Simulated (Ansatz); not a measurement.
Task: Name a neutral molecule of C, O, Si and H with size of the dipole moment (PBE/def2-TZVPP) between 1.25 and 1.55 D and HOMO–LUMO gap (B3LYP/def2-TZVPP) between 7.40 and 7.70 eV (Ansatz, PBE0-D4/def2-TZVP geometry).

Result: `C[Si](O)(O)[SiH3]` (1.36 D, 7.47 eV). Other molecules can fit too; these were computed, each in one conformer that needn't be the lowest.

B3LYP here is the variant with VWN-RPA as its local correlation; programs differ in this.
